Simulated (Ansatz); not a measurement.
A nudged elastic band was laid between two geometries of H2O + H8Si3 (14 atoms, charge 0, multiplicity 1).

Level of theory: Ansatz, UKS BLYP/def2-SVP.

```
movable images  : 9
climbing image  : yes
spring          : 5.0 eV/Å²
optimiser       : quadratic models (default)
start path      : through a guess of the saddle point
force threshold : 0.03 eV/Å
iteration limit : 60
end points      : relaxed
```

Initial state:

```xyz
14
Properties=species:S:1:pos:R:3
Si -0.655 -0.793 0.660
Si -0.499 1.426 1.482
H -1.935 -1.367 1.212
H 0.461 -1.605 1.261
Si -0.662 -0.920 -1.712
H 2.102 0.880 -0.285
O 2.103 0.028 -0.766
H 0.850 2.015 1.148
H -0.654 1.483 2.976
H -1.542 2.310 0.861
H -0.388 0.413 -2.338
H -2.037 -1.349 -2.155
H 0.316 -1.941 -2.208
H 2.540 -0.580 -0.136
```

Final state:

```xyz
14
Properties=species:S:1:pos:R:3
Si -0.037 -2.032 -0.218
Si 0.341 3.055 1.909
H -1.205 -2.032 0.736
H 0.588 -3.403 -0.138
Si -0.771 -1.601 -2.423
H 0.582 1.724 1.264
O 1.081 -0.814 0.157
H 1.500 3.966 1.635
H 0.194 2.876 3.391
H -0.914 3.662 1.357
H -1.445 -0.263 -2.516
H -1.756 -2.663 -2.826
H 0.384 -1.632 -3.382
H 1.460 -0.844 1.055
```

Q: Which bonds break or form, and what moves?

A: Bonds broken: Si1–Si2, H6–O7. Bonds formed: Si1–O7, Si2–H6. H2O + H8Si3 becomes H4Si + H6OSi2.

Q: What energy profile does the band end with?

A: It converged. The highest image is number 3 of 0 to 10, 1.69 eV above the first end and 2.36 eV above the last; the last end lies 0.66 eV below the first. Neighbouring images differ by up to 1.7 eV, so the band resolves the path poorly. A vibrational analysis at the climbing image gives one clearly imaginary mode, 414i cm⁻¹: a first-order saddle point. The orbitals stay closed-shell, which can raise the energy where a bond breaks towards radicals; this wasn't checked here.

```tsv
image	path coordinate (Å)	energy (eV)	Si1–Si2 (Å)	H6–O7 (Å)	Si1–O7 (Å)
0	0.00	0.00	2.37	0.98	3.21
1	1.82	0.06	2.37	0.98	3.16
2	3.63	0.34	2.40	0.98	2.98
3	5.45	1.69	2.93	1.07	1.95
4	6.43	-0.02	3.39	1.88	1.72
5	7.40	-0.55	3.99	2.44	1.70
6	8.37	-0.63	4.47	2.76	1.69
7	9.34	-0.64	4.74	2.84	1.69
8	10.30	-0.65	4.95	2.83	1.70
9	11.27	-0.66	5.25	2.82	1.70
10	12.23	-0.66	5.53	2.81	1.70
```

Q: What is the geometry of the highest image?

A: 
```xyz
14
Properties=species:S:1:pos:R:3:forces:R:3
Si 0.017 -1.063 0.279 0.00 0.00 -0.01
Si -0.091 1.770 0.999 0.00 0.00 -0.01
H -0.907 -1.064 1.463 0.00 0.00 0.00
H 0.517 -2.497 0.247 0.00 0.00 0.00
Si -0.925 -0.744 -1.866 0.00 0.00 0.01
H 1.574 0.444 0.768 0.00 -0.01 -0.01
O 1.884 -0.534 0.478 -0.01 0.02 0.03
H 0.516 3.034 0.423 0.00 0.00 0.00
H -0.138 1.984 2.498 0.00 0.00 0.00
H -1.536 1.792 0.561 0.00 0.00 0.00
H -1.612 0.577 -2.021 -0.01 0.00 0.00
H -1.901 -1.856 -2.143 0.01 0.00 0.00
H 0.196 -0.844 -2.862 0.00 0.01 0.00
H 2.406 -0.999 1.177 0.00 -0.01 -0.01
```

The run took 17 min on 4 threads of Arm Neoverse N1, on a shared host, peak memory 0.22 GiB.
